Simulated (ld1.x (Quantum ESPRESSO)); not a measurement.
## What the settings do to the ultrasoft potential of Ca

Base potential:

ld1.x (Quantum ESPRESSO) 7.5 input, shortened:

```
&input
   title='Ca', zed=20., rel=1, dft='PBESOL', iswitch=3,
   config='[Ar] 3d0 4s2 4p0'
 /
 &inputp
   pseudotype=3, tm=.true., lloc=-1, rcloc=1.65,
   nlcc=.true., new_core_ps=.true.,
   which_augfun='PSQ', rmatch_augfun_nc=.true.
 /
6
3S  1  0   2.00   0.00  1.65  2.10  0.0
4S  2  0   2.00   0.00  1.65  2.10  0.0
3P  2  1   6.00   0.00  1.85  2.50  0.0
4P  3  1   0.00   0.00  1.85  2.50  0.0
3D  3  2   0.00   0.00  2.75  3.25  0.0
3D  3  2   0.00   0.80  2.75  3.25  0.0
 &test
   configts(1)='3s2 3p6 3d0 4s2 4p0'
 /
```

Cutoffs, loose and tight: the cutoffs (Ry, on a coarse ladder) from which the occupation-weighted sum of valence levels, in a spherical-Bessel basis at the reference potential, stays within 10 and 1 mRy of its value at 400 Ry. They do not see the model core or the augmentation charge, which bear on the density cutoff. Test errors are all-electron minus pseudo excitation energies from the reference, over the configurations 3s2 3p6 3d0 4s1 4p0; 3s2 3p6 3d0 4s0 4p0; 3s2 3p6 3d0 4s1.5 4p0; 3s2 3p6 3d1 4s0 4p0; 3s2 3p6 3d0 4s0 4p1; 3s1 3p6 3d0 4s2 4p0; 3s2 3p5 3d0 4s2 4p0. A dash means not determined; rows that change the core or the reference have their own tests. The largest error is taken over the tests solved by every variant that gives reliable tests at all: 3s2 3p6 3d0 4s0 4p0; 3s2 3p6 3d0 4s1 4p0; 3s2 3p6 3d0 4s1.5 4p0; 3s2 3p6 3d1 4s0 4p0.

Cutoffs are not given where the Bessel-basis levels miss the radial ones by over 6 mRy, ghosts where they miss by over 20 mRy; a channel whose overlap is not positive is not tested.

The default core radius of the base comes out at 0.61 bohr.

On the changes marked as counting shells twice: ld1.x takes every shell without a wave as core, so the model core holds the marked electrons as well and exchange and correlation see them twice. This cancels in the reference configuration, but the file is broken for other ones, and its errors say nothing about a proper core correction.

A file whose overlap is not positive is unfit for use, and its test errors describe a broken file.

```csv
change,outcome,"cutoff, loose","cutoff, tight",bound ghosts,largest test error (meV)
base,"generated, overlap not positive",–,–,not determined (overlap not positive),-45
local potential all-electron potential smoothed inside 2.24 bohr (lloc = -1),"generated, overlap not positive",–,–,not determined (overlap not positive),test run stopped at test 1 of 7 (negative rho)
"augmentation built from norm-conserving waves at rcut, not smoothed further","generated, overlap not positive",–,–,not determined (overlap not positive),test run stopped at test 1 of 7 (negative rho)
"waves 3d (bound): rcut 2.46, rcutus 2.60 bohr; 3d channel at 0.8 Ry: rcut 2.46, rcutus 2.60 bohr","generated, overlap not positive",–,–,not determined (overlap not positive),-125
functional LDA (PZ),"generated, overlap not positive",–,–,not determined (overlap not positive),-32
local potential all-electron potential smoothed inside 1.70 bohr (lloc = -2),"generated, overlap not positive",–,–,not determined (overlap not positive),+28
core correction Bessel-smoothed model core inside 2.34 bohr,"generated, overlap not positive",–,–,not determined (overlap not positive),-45
"wave 3d channel at 0.8 Ry: rcut 2.75, rcutus 3.25 bohr becomes 3d channel at 2.44 Ry: rcut 2.75, rcutus 3.25 bohr","generated, overlap not positive",–,–,not determined (overlap not positive),-50
type TM; waves now 3s (bound): rc 2.10 bohr; 3p (bound): rc 2.50 bohr; 3d (bound): rc 3.25 bohr; local potential all-electron potential smoothed inside 1.95 bohr (lloc = -1) (4s counted twice),"generated, misses its reference levels by 0.19 eV",25 Ry,45 Ry,none,-146
```

Problem. What comes out with this change to the base: core [Ne] 3s2, valence charge 8; reference 3p6 3d0 4s2 4p0; waves now 4s (bound): rcut 2.65, rcutus 3.60 bohr; 4s channel at 1.55 Ry: rcut 2.65, rcutus 3.60 bohr; 3p (bound): rcut 2.20, rcutus 2.30 bohr; 4p (bound): rcut 2.20, rcutus 2.30 bohr; 3d (bound): rcut 2.20, rcutus 2.50 bohr; 3d channel at 0.8 Ry: rcut 2.20, rcutus 2.50 bohr; local potential all-electron potential smoothed inside 3.05 bohr (lloc = -1); core correction none?

Solution. outcome: failed: run_pseudo: Errors in PS-KS equation. Cause: the pseudo-atom solver did not find the valence states with the expected number of nodes, which is the usual sign of a ghost state.

Problem. What comes out with this change to the base: waves 3p (bound): rcut 1.85, rcutus 3.50 bohr; 4p (bound): rcut 1.85, rcutus 3.50 bohr?

Solution. outcome: generated; cutoff, loose: 18 Ry; cutoff, tight: 25 Ry; bound ghosts: none; largest test error (meV): -8.7.

Problem. What comes out with this change to the base: waves 3s (bound): rcut 1.65, rcutus 2.44 bohr; 4s (bound): rcut 1.65, rcutus 2.44 bohr?

Solution. outcome: failed: chargeps: negative rho. Cause: the spherical valence density built from the smooth waves and the augmentation charge turned negative at some radius.
